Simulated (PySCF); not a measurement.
CH₅FN₂Si₂, SMILES F[Si@@H]1C=N[SiH2]N1. Atoms are numbered in the order given.

```xyz
11

F     -2.0253     1.2116    -0.3166
Si    -1.0228    -0.0417    -0.6091
C     -0.5658    -0.9330     1.0202
N      0.6645    -0.8918     1.3847
Si     1.7279    -0.0261     0.2573
N      0.5864     0.4400    -0.9880
H     -1.7125    -0.8250    -1.6679
H     -1.2949    -1.4564     1.6748
H      2.3688     1.1198     0.9615
H      2.7907    -0.9442    -0.2407
H      0.8438     0.9110    -1.8501
```
Charge 0, spin multiplicity 1.

Coordinates come from a r2SCAN-D4/def2-SVP optimisation. The structure was generated by enumeration; whether it is a known compound was not checked.

Level of theory: TDA-PBE/def2-SVPD in PySCF.

Vertical excitations. Gas-phase values at a fixed geometry.

```
state  energy (eV)  λ (nm)      f                                                               main pairs
-----  -----------  ------  -----  -----------------------------------------------------------------------
S1            3.42     363  0.001                                                           HOMO→LUMO 99 %
S2            4.31     288  0.024                                                         HOMO−1→LUMO 99 %
S3            5.14     241  0.001                                                         HOMO→LUMO+1 99 %
S4            5.58     222  0.016                                                         HOMO→LUMO+2 98 %
S5            6.00     207  0.012                                       HOMO→LUMO+3 60 %, HOMO−3→LUMO 36 %
S6            6.07     204  0.017                     HOMO−3→LUMO 57 %, HOMO→LUMO+3 29 %, HOMO→LUMO+4 12 %
S7            6.19     200  0.033                     HOMO→LUMO+4 50 %, HOMO−2→LUMO 28 %, HOMO−5→LUMO 10 %
S8            6.26     198  0.054  HOMO→LUMO+4 31 %, HOMO−2→LUMO 30 %, HOMO−1→LUMO+1 16 %, HOMO−5→LUMO 8 %
S9            6.30     197  0.023                                                       HOMO−1→LUMO+1 78 %
S10           6.44     193  0.093                                                         HOMO→LUMO+5 85 %
T1            2.70     460      0                                                          HOMO→LUMO 100 %
T2            4.09     303      0                                                         HOMO−1→LUMO 99 %
T3            4.65     266      0                                                         HOMO−2→LUMO 91 %
T4            5.01     248      0                                                        HOMO→LUMO+1 100 %
```
Triplets are in the Tamm–Dancoff approximation.
